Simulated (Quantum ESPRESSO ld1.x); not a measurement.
Values are calculated unless marked as measured or tabulated.
ld1.x (Quantum ESPRESSO 7.5) input

```
 &input
    zed=14.0,
    iswitch=1,
    rel=0,
    lsd=1,
    dft='PZ',
    config='[Ne] 3s2 3p1',
    dx=0.01,
    rmax=200,
    verbosity='high',
    prefix='ld1',
    max_out_wfc=37,
    file_charge='ld1.rho',
 /
```

Command: `OMP_NUM_THREADS=1 ld1.x < ld1.in > ld1.out`

It prints (banner and zero overlaps left out):

```
     Program LD1 v.7.5 starts

     --------------------------- All-electron run ----------------------------

     atomic number is 14.00
     dft =PZ   lsd =1 sic =0 latt =0  beta=0.20 tr2=1.0E-14
     Exchange-correlation= PZ
                           (   1   1   0   0   0   0   0)
     mesh =1495 r(mesh) = 200.52575 a.u. xmin = -7.00 dx = 0.01000
     1 Ry =  13.60569312 eV

     n l     nl                  e(Ry)          e(Ha)          e(eV)
     1 0     1S 1( 1.00)    -131.081233637     -65.540616819  -1783.4510391
     2 0     2S 1( 1.00)     -10.848138188      -5.424069094   -147.5964391
     2 1     2P 1( 3.00)      -7.730375373      -3.865187686   -105.1771150
     3 0     3S 1( 1.00)      -1.428307562      -0.714153781    -19.4331144
     3 1     3P 1( 1.00)      -0.890385579      -0.445192789    -12.1143129
     1 0     1S 2( 1.00)    -131.073407852     -65.536703926  -1783.3445638
     2 0     2S 2( 1.00)     -10.838932929      -5.419466464   -147.4711952
     2 1     2P 2( 3.00)      -7.718770071      -3.859385036   -105.0192169
     3 0     3S 2( 1.00)      -1.363348677      -0.681674339    -18.5493037
     3 1     3P 2( 0.00)      -0.829612785      -0.414806392    -11.2874570

     final scf error:  8.5E-15 reached in  22 iterations

     Etot =    -575.822760 Ry,    -287.911380 Ha,   -7834.467763 eV
     Total magnetization:    1.00 Bohr mag.

     Ekin =     574.461706 Ry,     287.230853 Ha,    7815.949680 eV
     Encl =   -1366.020519 Ry,    -683.010259 Ha,  -18585.655979 eV
     Eh   =     254.378894 Ry,     127.189447 Ha,    3461.001166 eV
     Exc  =     -38.642841 Ry,     -19.321420 Ha,    -525.762631 eV

     normalization and overlap integrals

     s(1S/1S) =  1.000000  <r> =   0.1120  <r2> =    0.0169  r(max) =   0.0729
     s(2S/2S) =  1.000000  <r> =   0.5724  <r2> =    0.3918  r(max) =   0.4588
     s(2P/2P) =  1.000000  <r> =   0.5389  <r2> =    0.3669  r(max) =   0.3871
     s(3S/3S) =  1.000000  <r> =   2.0542  <r2> =    4.8691  r(max) =   1.7349
     s(3P/3P) =  1.000000  <r> =   2.4344  <r2> =    6.9347  r(max) =   2.0157
     s(1S/1S) =  1.000000  <r> =   0.1120  <r2> =    0.0169  r(max) =   0.0729
     s(2S/2S) =  1.000000  <r> =   0.5721  <r2> =    0.3913  r(max) =   0.4588
     s(2P/2P) =  1.000000  <r> =   0.5385  <r2> =    0.3661  r(max) =   0.3871
     s(3S/3S) =  1.000000  <r> =   2.0618  <r2> =    4.9168  r(max) =   1.7349
     s(3P/3P) =  1.000000  <r> =   2.4692  <r2> =    7.1645  r(max) =   2.0157

     ------------------------ End of All-electron run ------------------------
```

Run on one thread of a shared host, so times are rough (Intel(R) Xeon(R) Processor @ 2.60GHz): 0.58 s of CPU time, 0.62 s wall, 22 iterations on 1495 mesh points.
